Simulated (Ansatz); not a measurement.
Relaxation of CH₉ClSi₃ (14 atoms, charge 0, multiplicity 1), to a largest force component of 0.015 eV/Å in at most 40 steps.

All numbers below come from Ansatz 0.2.0, RKS BLYP-D4/def2-SVP.

```xyz
14
Properties=species:S:1:pos:R:3
Si -1.278 1.589 0.821
Si 0.712 0.639 1.151
Si 0.585 -1.375 0.038
C 0.262 -1.141 -1.724
Cl 1.468 -0.252 -2.576
H -1.381 3.001 1.427
H -2.379 0.797 1.395
H -1.549 1.774 -0.656
H 0.967 0.446 2.650
H 1.820 1.491 0.641
H -0.433 -2.216 0.728
H 1.925 -2.100 0.225
H -0.799 -0.581 -1.877
H 0.065 -2.102 -2.213
```

Where does it end, and by what steps?

The run converged. After 12 steps the energy has fallen by 0.600 eV; Cl5 moved furthest, 0.66 Å.

```tsv
step	energy less start (eV)	largest force component (eV/Å)	accepted
0	0.0000	4.146	yes
1	-0.4445	2.095	yes
2	-0.5577	0.630	yes
3	-0.5774	0.271	yes
4	-0.5838	0.098	yes
5	-0.5897	0.122	yes
6	-0.5923	0.092	yes
7	-0.5966	0.026	yes
8	-0.5982	0.066	yes
9	-0.5979	0.070	no
10	-0.5993	0.017	yes
11	-0.5995	0.028	yes
12	-0.5996	0.012	yes
```

```xyz
14
Properties=species:S:1:pos:R:3
Si -1.248 1.740 0.670
Si 0.734 0.586 1.239
Si 0.733 -1.493 0.118
C 0.054 -1.195 -1.649
Cl 0.991 0.180 -2.425
H -1.314 3.091 1.323
H -2.438 0.937 1.116
H -1.319 1.910 -0.818
H 0.782 0.364 2.726
H 1.937 1.393 0.846
H -0.176 -2.475 0.807
H 2.104 -2.095 0.020
H -1.012 -0.894 -1.635
H 0.159 -2.078 -2.308
```

Time of the run: 42 s on 2 threads of Intel(R) Xeon(R) Platinum 8259CL CPU @ 2.50GHz (Skylake/Cascade Lake) (shared host), peak memory 0.2 GiB.
